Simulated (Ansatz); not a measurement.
One change: `[F][In]([F])[SH]` becomes `[F][InH][SH]`.

Ansatz, PBE0-D4/def2-TZVP geometries, multiplicity 1. Each molecule was computed in one conformer, which needn't be the lowest.

Elements past krypton have def2 core potentials.

| property | `[F][In]([F])[SH]` |
| --- | --- |
| size of the dipole moment (PBE/def2-TZVPP) / D | 2.69 |
| size of the dipole moment (B3LYP/def2-TZVPP) / D | 2.85 |
| LUMO energy (PBE0/def2-TZVPP) / eV | -2.65 |
| HOMO energy (B3LYP/def2-TZVPP) / eV | -8.32 |
| LUMO energy (ωB97M-V/def2-TZVPP) / eV | -0.69 |
| HOMO–LUMO gap (B3LYP/def2-TZVPP) / eV | 5.32 |

(1) Give the same properties after the change, and the shifts. (Estimate.)

Answers

(1) The calculation gave: 
```json
{"property": "size of the dipole moment (PBE/def2-TZVPP) / D", "`[F][InH][SH]`": "1.92", "shift": "-0.77"}
{"property": "size of the dipole moment (B3LYP/def2-TZVPP) / D", "`[F][InH][SH]`": "2.09", "shift": "-0.76"}
{"property": "LUMO energy (PBE0/def2-TZVPP) / eV", "`[F][InH][SH]`": "-1.55", "shift": "1.10"}
{"property": "HOMO energy (B3LYP/def2-TZVPP) / eV", "`[F][InH][SH]`": "-7.64", "shift": "0.68"}
{"property": "LUMO energy (ωB97M-V/def2-TZVPP) / eV", "`[F][InH][SH]`": "-0.05", "shift": "0.64"}
{"property": "HOMO–LUMO gap (B3LYP/def2-TZVPP) / eV", "`[F][InH][SH]`": "5.81", "shift": "0.49"}
```

With PBE0 the HOMO rises by 0.68 eV and the LUMO rises by 1.10 eV, so the gap widens by about 0.42 eV. PBE moves the HOMO by 0.62 eV and ωB97M-V by 0.69 eV. Dipoles are sizes alone; their direction can turn.

B3LYP here is the variant with VWN-RPA as its local correlation; programs differ in this.
